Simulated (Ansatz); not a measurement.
Cost and result for the atomization energy of C₃H₇AlS (12 atoms, 12 bonds).

```xyz
12

C    -0.451   -1.840   -0.462
Al    0.882   -0.483   -0.038
C     0.013    1.860   -0.124
C    -0.287    1.224    1.029
S     0.891    0.398    2.035
H    -0.765   -1.780   -1.508
H    -0.032   -2.841   -0.312
H    -1.341   -1.762    0.168
H     2.160   -0.212   -0.934
H     1.039    2.082   -0.399
H    -0.775    2.249   -0.760
H    -1.333    1.106    1.304
```

Total charge 0; spin multiplicity 1. The bonds changed during the relaxation, so this is another structure than the one it started from. The geometry is a stationary point of PBE0-D4/def2-TZVP. It is one conformer, not always the lowest. Program: Ansatz. All runs use 4 threads of an Arm Neoverse V2 on a shared host. Times are those of one run each, without the atoms' runs, and a repeat can differ threefold. Electronic energies, without spin–orbit coupling; frozen cores. CCSD(T)/CBS adds CCSD(T) − MP2 in def2-TZVPP to the MP2 limit, and its time is that of the two runs behind it. T1 = 0.012. B3LYP takes the VWN-RPA correlation (the form of Gaussian; ORCA's B3LYP/G).

CCSD(T)/CBS is a level of theory with its own doubt, some kJ/mol a heavy atom from the limit and from the frozen cores, so smaller differences don't rank the functionals.

| level | functions | wall time |
| --- | --- | --- |
| PBE-D4/def2-TZVPP (with forces) | 275 | 2.4 s |
| PBE0-D4/def2-TZVPP | 275 | 2.9 s |
| r2SCAN-D4/def2-TZVPP (with forces) | 275 | 4.6 s |
| B3LYP-D4/def2-TZVPP (with forces) | 275 | 4.6 s |
| B2PLYP/def2-TZVPP | 275 | 5.5 s |
| ωB97X-V/def2-TZVPP | 275 | 8 s |
| ωB97M-V/def2-TZVPP (with forces) | 275 | 11 s |
| MP2/def2-QZVPP | 521 | 20 s |
| CCSD(T)/def2-TZVPP | 275 | 2.2 min |
| CCSD(T)/CBS(def2) | – | 2.5 min |

Q: What atomization energy does each give, and how far from CCSD(T)/CBS? (Best estimate.)

A: Ansatz gave: 
| level | atomization (kcal/mol) | difference from CCSD(T)/CBS | per bond |
| --- | --- | --- | --- |
| PBE-D4/def2-TZVPP (with forces) | 1075.6 | 19.3 | 1.6 |
| PBE0-D4/def2-TZVPP | 1061.8 | 5.5 | 0.5 |
| r2SCAN-D4/def2-TZVPP (with forces) | 1063.2 | 6.9 | 0.6 |
| B3LYP-D4/def2-TZVPP (with forces) | 1054.2 | -2.1 | -0.2 |
| B2PLYP/def2-TZVPP | 1043.2 | -13.1 | -1.1 |
| ωB97X-V/def2-TZVPP | 1058.5 | 2.2 | 0.2 |
| ωB97M-V/def2-TZVPP (with forces) | 1061.2 | 4.9 | 0.4 |
| MP2/def2-QZVPP | 1059.4 | 3.1 | 0.3 |
| CCSD(T)/def2-TZVPP | 1030.3 | -26.0 | -2.2 |
| CCSD(T)/CBS(def2) | 1056.3 | 0.0 | 0.0 |

From PBE to PBE0 (25 % exact exchange), in def2-TZVPP and without D4, the atomization energy moves by −12.8 kcal/mol: exact exchange takes away binding that semilocal exchange gives to molecules. In def2-TZVPP, CCSD(T) changes the Hartree–Fock value by +246.1 kcal/mol (the triples alone add +16.4 kcal/mol) and MP2 by +260.0 kcal/mol; breaking electron pairs costs correlation energy, which Hartree–Fock lacks. The D4 term adds +10.7 kcal/mol with B3LYP and +5.6 kcal/mol with PBE0; it sums over pairs of atoms, weighted by their polarisabilities, and B3LYP, whose exchange is more repulsive, gets the larger term.
